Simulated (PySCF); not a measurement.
# Orbital energies and ionisation energy

Compound: C3H11FSi2.
Structure used (PBE0-D3(BJ)/def2-SVP), in Å, numbered top down from 1:
```
atom  x, y, z in Å
C1    -1.3679    1.0426   -1.0807
C2    -1.5074    0.4464    0.3185
C3    -1.7551   -1.0474    0.2731
F4    -0.6496   -1.7011   -0.2382
Si5   -0.0002    0.8648    1.4177
Si6    1.9528   -0.1773    0.6401
H7    -2.2811    0.8757   -1.6764
H8    -0.5313    0.5766   -1.6235
H9    -1.1847    2.1271   -1.0483
H10   -2.3780    0.8987    0.8287
H11   -2.6116   -1.2876   -0.3825
H12   -1.9596   -1.4561    1.2776
H13    0.1728    2.3524    1.4340
H14   -0.2770    0.4157    2.8214
H15    2.0401   -0.0894   -0.8497
H16    3.1571    0.5029    1.2149
H17    1.9801   -1.6110    1.0555
```

Level: B3LYP/def2-SVPD (PySCF). Frontier orbitals with their largest atomic shares (Löwdin; up to four atoms above 4 %):

```tsv
orbital	ε (eV)	main atoms
HOMO−3	-9.32	Si6 24 %, H15 16 %, F4 12 %, H16 12 %
HOMO−2	-9.02	Si6 21 %, Si5 20 %, H17 16 %, H14 14 %
HOMO−1	-8.41	Si5 24 %, C2 20 %, Si6 8 %, C3 8 %
HOMO	-7.74	?
LUMO	-0.05	Si5 25 %, Si6 12 %, H14 9 %, H10 8 %
LUMO+1	0.25	Si6 24 %, Si5 21 %, H15 8 %, H13 6 %
LUMO+2	0.27	Si6 32 %, Si5 21 %, H17 14 %, H13 9 %
```

Question: What vertical ionisation energy does ΔSCF give, and how far is −ε(HOMO) from it?

Answer: ΔSCF: 9.74 eV (940 kJ/mol; threshold wavelength 127 nm); ⟨S²⟩ of the doublet left behind is 0.754, against 0.75 for a pure doublet. −ε(HOMO) is 7.74 eV, 2.00 eV below it. For the exact functional −ε(HOMO) would equal the first vertical ionisation energy; B3LYP (global hybrid, 20 % exact exchange) falls short of its own ΔSCF value by 21 %.

Question: On which atoms does the HOMO lie?

Answer: Si6 (SiH3 silicon) 30 %, Si5 (SiH2 silicon) 28 %, C2 (sp3 carbon bound to silicon) 14 %, H16 (Si–H hydrogen) 6 %, so no atom holds as much as 40 %. The HOMO−1 lies 0.67 eV lower.

Question: What total energies stand behind the ΔSCF value?

Answer: E(N) = -799.47297 Eh and E(N − 1) = -799.11489 Eh at the same geometry, 0.35808 Eh apart.

Question: What kinetic energy would electrons from this vertical process carry with He II light (40.814 eV)?

Answer: 40.81 − 9.74 = 31.07 eV.

One conformer (not necessarily the lowest) at the PBE0-D3(BJ)/def2-SVP geometry, without solvent, vibrations or thermal averaging.

The run behind these numbers computed excited states and ΔSCF ions as well. Hardware: Arm Neoverse V1, one thread, no GPU (shared host). Cost: 2.8 min of wall time.
